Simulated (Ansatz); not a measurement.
Geometry optimisation of Ge₆H₈.

```yaml
crystal:
  periodic: [false, false, false]
  atoms:
    - {symbol: Ge, position_ang: [-0.984750, -2.053520, 0.462930]}
    - {symbol: Ge, position_ang: [0.640450, 2.560200, -0.114010]}
    - {symbol: Ge, position_ang: [1.334130, -0.167650, -0.465350]}
    - {symbol: Ge, position_ang: [-2.154520, 2.300170, 1.145740]}
    - {symbol: Ge, position_ang: [-1.049870, 0.449410, -0.124340]}
    - {symbol: Ge, position_ang: [1.377410, -2.633280, -0.152650]}
    - {symbol: H, position_ang: [1.552300, -0.073080, 1.135680]}
    - {symbol: H, position_ang: [-1.136090, 1.994120, 2.353470]}
    - {symbol: H, position_ang: [-1.315560, -2.370420, -1.080790]}
    - {symbol: H, position_ang: [-1.690950, 0.397370, -1.558340]}
    - {symbol: H, position_ang: [-0.034040, 2.753190, -1.589500]}
    - {symbol: H, position_ang: [2.529650, -3.023700, 0.817340]}
    - {symbol: H, position_ang: [-0.939320, 3.357290, 0.526480]}
    - {symbol: H, position_ang: [1.871170, -3.490120, -1.356680]}
basis:
  gaussian: {orbitals: def2-SVP}
hamiltonian: {xc: pbe0, dispersion: d4}
scf: {lower_state_search: "off"}
output: {orbitals: {seedname: orbitals}}
relax: {f_tol: 0.02, max_steps: 100}
```

```sh
$ ansatz run in.yaml --threads 4 --pin off --events-out ev --progress --plain --max-ram 8704MiB
```

It prints (some lines left out):

```
Functional definition: PBE0
mean field -339153.41068088 eV, -12463.6579560838 hartree, gradient 4.6e-6 eV, S^2 0.000000; 0 other end points of the search recorded, 0 dependent functions left out
relax step   1: F+E_penalty+E_count = -339153.94428774 eV  Δ(F+E_penalty+E_count) = +0.000e0 eV  max|allowed force component| = 1.255e0 eV/Å  Δτ_max = 0.0000 Å  (18 SCF iters, accepted)
mean field -339153.81931421 eV, -12463.6729730816 hartree, gradient 2.2e-6 eV, S^2 0.000000; 0 other end points of the search recorded, 0 dependent functions left out
relax step   2: F+E_penalty+E_count = -339154.34087602 eV  Δ(F+E_penalty+E_count) = -3.966e-1 eV  max|allowed force component| = 4.265e-1 eV/Å  Δτ_max = 0.1948 Å  (26 SCF iters, accepted)
mean field -339153.92762437 eV, -12463.6769534068 hartree, gradient 2.0e-6 eV, S^2 0.000000; 0 other end points of the search recorded, 0 dependent functions left out
relax step   3: F+E_penalty+E_count = -339154.45699692 eV  Δ(F+E_penalty+E_count) = -1.161e-1 eV  max|allowed force component| = 2.043e-1 eV/Å  Δτ_max = 0.0958 Å  (22 SCF iters, accepted)
mean field -339153.99815608 eV, -12463.6795453994 hartree, gradient 2.5e-6 eV, S^2 0.000000; 0 other end points of the search recorded, 0 dependent functions left out
relax step   4: F+E_penalty+E_count = -339154.53465525 eV  Δ(F+E_penalty+E_count) = -7.766e-2 eV  max|allowed force component| = 2.389e-1 eV/Å  Δτ_max = 0.1570 Å  (21 SCF iters, accepted)
mean field -339154.05262760 eV, -12463.6815471906 hartree, gradient 1.9e-6 eV, S^2 0.000000; 0 other end points of the search recorded, 0 dependent functions left out
relax step   5: F+E_penalty+E_count = -339154.59515883 eV  Δ(F+E_penalty+E_count) = -6.050e-2 eV  max|allowed force component| = 1.992e-1 eV/Å  Δτ_max = 0.2000 Å  (22 SCF iters, accepted)
mean field -339154.07178334 eV, -12463.6822511512 hartree, gradient 8.0e-7 eV, S^2 0.000000; 0 other end points of the search recorded, 0 dependent functions left out
relax step   6: F+E_penalty+E_count = -339154.61851960 eV  Δ(F+E_penalty+E_count) = -2.336e-2 eV  max|allowed force component| = 1.260e-1 eV/Å  Δτ_max = 0.1236 Å  (22 SCF iters, accepted)
mean field -339154.08891767 eV, -12463.6828808262 hartree, gradient 1.2e-6 eV, S^2 0.000000; 0 other end points of the search recorded, 0 dependent functions left out
relax step   7: F+E_penalty+E_count = -339154.63210522 eV  Δ(F+E_penalty+E_count) = -1.359e-2 eV  max|allowed force component| = 8.600e-2 eV/Å  Δτ_max = 0.0557 Å  (20 SCF iters, accepted)
mean field -339154.08968008 eV, -12463.6829088443 hartree, gradient 1.5e-6 eV, S^2 0.000000; 0 other end points of the search recorded, 0 dependent functions left out
relax step   8: F+E_penalty+E_count = -339154.63338047 eV  Δ(F+E_penalty+E_count) = -1.275e-3 eV  max|allowed force component| = 1.791e-1 eV/Å  Δτ_max = 0.1924 Å  (21 SCF iters, accepted)
mean field -339154.10116455 eV, -12463.6833308906 hartree, gradient 1.0e-6 eV, S^2 0.000000; 0 other end points of the search recorded, 0 dependent functions left out
relax step   9: F+E_penalty+E_count = -339154.64556171 eV  Δ(F+E_penalty+E_count) = -1.218e-2 eV  max|allowed force component| = 7.333e-2 eV/Å  Δτ_max = 0.0838 Å  (21 SCF iters, accepted)
mean field -339154.10386557 eV, -12463.6834301512 hartree, gradient 1.8e-6 eV, S^2 0.000000; 0 other end points of the search recorded, 0 dependent functions left out
relax step  10: F+E_penalty+E_count = -339154.64745632 eV  Δ(F+E_penalty+E_count) = -1.895e-3 eV  max|allowed force component| = 4.072e-2 eV/Å  Δτ_max = 0.0285 Å  (22 SCF iters, accepted)
mean field -339154.10464593 eV, -12463.6834588290 hartree, gradient 1.5e-6 eV, S^2 0.000000; 0 other end points of the search recorded, 0 dependent functions left out
relax step  11: F+E_penalty+E_count = -339154.64853549 eV  Δ(F+E_penalty+E_count) = -1.079e-3 eV  max|allowed force component| = 5.043e-2 eV/Å  Δτ_max = 0.0234 Å  (22 SCF iters, accepted)
mean field -339154.10565109 eV, -12463.6834957679 hartree, gradient 2.6e-6 eV, S^2 0.000000; 0 other end points of the search recorded, 0 dependent functions left out
relax step  12: F+E_penalty+E_count = -339154.64955717 eV  Δ(F+E_penalty+E_count) = -1.022e-3 eV  max|allowed force component| = 5.676e-2 eV/Å  Δτ_max = 0.0375 Å  (22 SCF iters, accepted)
mean field -339154.10740206 eV, -12463.6835601151 hartree, gradient 1.3e-6 eV, S^2 0.000000; 0 other end points of the search recorded, 0 dependent functions left out
relax step  13: F+E_penalty+E_count = -339154.65105373 eV  Δ(F+E_penalty+E_count) = -1.497e-3 eV  max|allowed force component| = 7.166e-2 eV/Å  Δτ_max = 0.0405 Å  (22 SCF iters, accepted)
mean field -339154.11064635 eV, -12463.6836793404 hartree, gradient 1.0e-6 eV, S^2 0.000000; 0 other end points of the search recorded, 0 dependent functions left out
relax step  14: F+E_penalty+E_count = -339154.65383489 eV  Δ(F+E_penalty+E_count) = -2.781e-3 eV  max|allowed force component| = 1.014e-1 eV/Å  Δτ_max = 0.0406 Å  (23 SCF iters, accepted)
mean field -339154.11786571 eV, -12463.6839446470 hartree, gradient 2.5e-6 eV, S^2 0.000000; 0 other end points of the search recorded, 0 dependent functions left out
relax step  15: F+E_penalty+E_count = -339154.66025215 eV  Δ(F+E_penalty+E_count) = -6.417e-3 eV  max|allowed force component| = 1.725e-1 eV/Å  Δτ_max = 0.0668 Å  (21 SCF iters, accepted)
mean field -339154.13666355 eV, -12463.6846354550 hartree, gradient 2.4e-6 eV, S^2 0.000000; 0 other end points of the search recorded, 0 dependent functions left out
relax step  16: F+E_penalty+E_count = -339154.67747913 eV  Δ(F+E_penalty+E_count) = -1.723e-2 eV  max|allowed force component| = 2.434e-1 eV/Å  Δτ_max = 0.1004 Å  (21 SCF iters, accepted)
mean field -339154.17568849 eV, -12463.6860695950 hartree, gradient 2.1e-6 eV, S^2 0.000000; 0 other end points of the search recorded, 0 dependent functions left out
relax step  17: F+E_penalty+E_count = -339154.71424792 eV  Δ(F+E_penalty+E_count) = -3.677e-2 eV  max|allowed force component| = 6.301e-1 eV/Å  Δτ_max = 0.1948 Å  (21 SCF iters, accepted)
mean field -339154.28833075 eV, -12463.6902091216 hartree, gradient 2.0e-6 eV, S^2 0.000000; 0 other end points of the search recorded, 0 dependent functions left out
relax step  18: F+E_penalty+E_count = -339154.82308671 eV  Δ(F+E_penalty+E_count) = -1.088e-1 eV  max|allowed force component| = 6.357e-1 eV/Å  Δτ_max = 0.1992 Å  (22 SCF iters, accepted)
mean field -339154.42934353 eV, -12463.6953912460 hartree, gradient 1.3e-6 eV, S^2 0.000000; 0 other end points of the search recorded, 0 dependent functions left out
relax step  19: F+E_penalty+E_count = -339154.95951716 eV  Δ(F+E_penalty+E_count) = -1.364e-1 eV  max|allowed force component| = 9.186e-1 eV/Å  Δτ_max = 0.1948 Å  (23 SCF iters, accepted)
mean field -339154.62634913 eV, -12463.7026310680 hartree, gradient 2.3e-6 eV, S^2 0.000000; 0 other end points of the search recorded, 0 dependent functions left out
[...]
mean field -339155.01891746 eV, -12463.7170576881 hartree, gradient 2.5e-6 eV, S^2 0.000000; 0 other end points of the search recorded, 0 dependent functions left out
relax step  22: F+E_penalty+E_count = -339155.54633154 eV  Δ(F+E_penalty+E_count) = -1.465e-1 eV  max|allowed force component| = 6.427e-1 eV/Å  Δτ_max = 0.1981 Å  (24 SCF iters, accepted)
mean field -339155.05757176 eV, -12463.7184782075 hartree, gradient 3.0e-6 eV, S^2 0.000000; 0 other end points of the search recorded, 0 dependent functions left out
relax step  23: F+E_penalty+E_count = -339155.58417225 eV  Δ(F+E_penalty+E_count) = -3.784e-2 eV  max|allowed force component| = 2.902e-1 eV/Å  Δτ_max = 0.1365 Å  (20 SCF iters, accepted)
mean field -339155.05867161 eV, -12463.7185186262 hartree, gradient 1.8e-6 eV, S^2 0.000000; 0 other end points of the search recorded, 0 dependent functions left out
relax step  24: F+E_penalty+E_count = -339155.58969641 eV  Δ(F+E_penalty+E_count) = -5.524e-3 eV  max|allowed force component| = 2.315e-1 eV/Å  Δτ_max = 0.0995 Å  (20 SCF iters, accepted)
mean field -339155.08251946 eV, -12463.7193950186 hartree, gradient 1.2e-6 eV, S^2 0.000000; 0 other end points of the search recorded, 0 dependent functions left out
relax step  25: F+E_penalty+E_count = -339155.61106945 eV  Δ(F+E_penalty+E_count) = -2.137e-2 eV  max|allowed force component| = 1.317e-1 eV/Å  Δτ_max = 0.0505 Å  (20 SCF iters, accepted)
mean field -339155.08222857 eV, -12463.7193843284 hartree, gradient 2.5e-6 eV, S^2 0.000000; 0 other end points of the search recorded, 0 dependent functions left out
relax step  26: F+E_penalty+E_count = -339155.61037933 eV  Δ(F+E_penalty+E_count) = +6.901e-4 eV  max|allowed force component| = 1.859e-1 eV/Å  Δτ_max = 0.1137 Å  (20 SCF iters, rejected (line search))
mean field -339155.08703653 eV, -12463.7195610179 hartree, gradient 1.7e-6 eV, S^2 0.000000; 0 other end points of the search recorded, 0 dependent functions left out
relax step  27: F+E_penalty+E_count = -339155.61557391 eV  Δ(F+E_penalty+E_count) = -4.504e-3 eV  max|allowed force component| = 2.663e-2 eV/Å  Δτ_max = 0.0550 Å  (20 SCF iters, accepted)
mean field -339155.08322912 eV, -12463.7194210981 hartree, gradient 2.0e-6 eV, S^2 0.000000; 0 other end points of the search recorded, 0 dependent functions left out
relax step  28: F+E_penalty+E_count = -339155.61265828 eV  Δ(F+E_penalty+E_count) = +2.916e-3 eV  max|allowed force component| = 1.131e-1 eV/Å  Δτ_max = 0.0820 Å  (20 SCF iters, rejected (line search))
mean field -339155.08873258 eV, -12463.7196233464 hartree, gradient 2.8e-6 eV, S^2 0.000000; 0 other end points of the search recorded, 0 dependent functions left out
relax step  29: F+E_penalty+E_count = -339155.61746203 eV  Δ(F+E_penalty+E_count) = -1.888e-3 eV  max|allowed force component| = 1.870e-2 eV/Å  Δτ_max = 0.0408 Å  (18 SCF iters, accepted)
mean field -339155.09042184 eV, -12463.7196854257 hartree, gradient 1.9e-6 eV, S^2 0.000000; 0 other end points of the search recorded, 0 dependent functions left out
relax step  30: F+E_penalty+E_count = -339155.61902323 eV  Δ(F+E_penalty+E_count) = -1.561e-3 eV  max|allowed force component| = 1.592e-2 eV/Å  Δτ_max = 0.0479 Å  (20 SCF iters, accepted)
mean field -339155.09141722 eV, -12463.7197220050 hartree, gradient 1.3e-6 eV, S^2 0.000000; 0 other end points of the search recorded, 0 dependent functions left out
relax step  31: F+E_penalty+E_count = -339155.61980884 eV  Δ(F+E_penalty+E_count) = -7.856e-4 eV  max|allowed force component| = 3.664e-2 eV/Å  Δτ_max = 0.0731 Å  (20 SCF iters, accepted)
mean field -339155.09195216 eV, -12463.7197416638 hartree, gradient 2.1e-6 eV, S^2 0.000000; 0 other end points of the search recorded, 0 dependent functions left out
relax step  32: F+E_penalty+E_count = -339155.62026853 eV  Δ(F+E_penalty+E_count) = -4.597e-4 eV  max|allowed force component| = 4.702e-2 eV/Å  Δτ_max = 0.0245 Å  (19 SCF iters, accepted)
mean field -339155.09247130 eV, -12463.7197607417 hartree, gradient 2.0e-6 eV, S^2 0.000000; 0 other end points of the search recorded, 0 dependent functions left out
relax step  33: F+E_penalty+E_count = -339155.62055170 eV  Δ(F+E_penalty+E_count) = -2.832e-4 eV  max|allowed force component| = 2.020e-2 eV/Å  Δτ_max = 0.0108 Å  (20 SCF iters, accepted)
mean field -339155.09245486 eV, -12463.7197601377 hartree, gradient 2.3e-6 eV, S^2 0.000000; 0 other end points of the search recorded, 0 dependent functions left out
relax step  34: F+E_penalty+E_count = -339155.62071806 eV  Δ(F+E_penalty+E_count) = -1.664e-4 eV  max|allowed force component| = 8.778e-3 eV/Å  Δτ_max = 0.0053 Å  (16 SCF iters, accepted)
Total energy: -339155.62075466 eV, -12463.7391747974 hartree
Atom 0 at    -1.028691    -2.324712     0.461731 Å, force     0.000994    -0.002796    -0.007669 eV/Å
Atom 1 at     0.979912     2.194718    -0.364179 Å, force    -0.003873    -0.008778     0.000044 eV/Å
Atom 2 at     1.251139    -0.163594     0.240516 Å, force     0.000886     0.002845    -0.003793 eV/Å
Atom 3 at    -1.142399     2.416384     0.924959 Å, force     0.000600     0.004314     0.001865 eV/Å
Atom 4 at    -1.272009     0.237809    -0.038685 Å, force    -0.002426     0.000813     0.003205 eV/Å
Atom 5 at     1.385770    -2.491156    -0.293363 Å, force     0.007883    -0.002390     0.001833 eV/Å
Atom 6 at     1.246015    -0.136043     1.796094 Å, force    -0.000429     0.002529    -0.003785 eV/Å
Atom 7 at    -0.881663     2.454643     2.437229 Å, force    -0.002180    -0.002101    -0.007470 eV/Å
Atom 8 at    -1.322924    -2.318576    -1.113420 Å, force    -0.001813    -0.000793     0.005806 eV/Å
Atom 9 at    -1.662292     0.438814    -1.523022 Å, force     0.001441     0.002150     0.002788 eV/Å
Atom 10 at     0.484421     2.168287    -1.851963 Å, force     0.004684    -0.003140     0.007141 eV/Å
Atom 11 at     2.436306    -3.162519     0.613871 Å, force    -0.004809     0.004693    -0.006352 eV/Å
Atom 12 at    -2.152702     3.486358     0.482161 Å, force     0.001726    -0.000864    -0.000088 eV/Å
Atom 13 at     1.679127    -2.800433    -1.771951 Å, force    -0.002684     0.003519     0.006474 eV/Å
Dipole moment:     0.050864     0.200022    -0.014879 e Å
Checks for a lower state left out: stability, starts, cluster_reference, orbital_swaps, neighbouring_geometries, increment
```

Run time 9.1 min (4 threads of Intel Xeon Platinum 8259CL on a shared host), peak host memory 1.2 GiB.

The restricted singlet is unstable towards broken spin symmetry in Hartree–Fock (as tested in another run); at PBE0-D4/def2-SVP this wasn't settled. The structure comes from a short search, and lower isomers may exist.
